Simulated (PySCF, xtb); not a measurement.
AlClH2O2, SMILES [OH][Al]([OH])[Cl]. One conformer was computed; it need not be the lowest.

Harmonic wavenumbers (cm⁻¹) from GFN2-xTB (xtb 6.7.1) at its own minimum, in rising order: 159, 193, 258, 282, 329, 384, 395, 507, 815, 934, 3770, 3787.

Q: What does PySCF with PBE0-D3(BJ)/def2-SVP give at its own minimum? (An estimate is asked for; the answer gives what the named calculation found.)

A: 188, 221, 257, 330, 343, 494, 569, 591, 845, 977, 3987, 3990. Paired by order, the mean absolute difference is 82 cm⁻¹ and the zero-point energies are 16.9 and 18.3 kcal/mol.
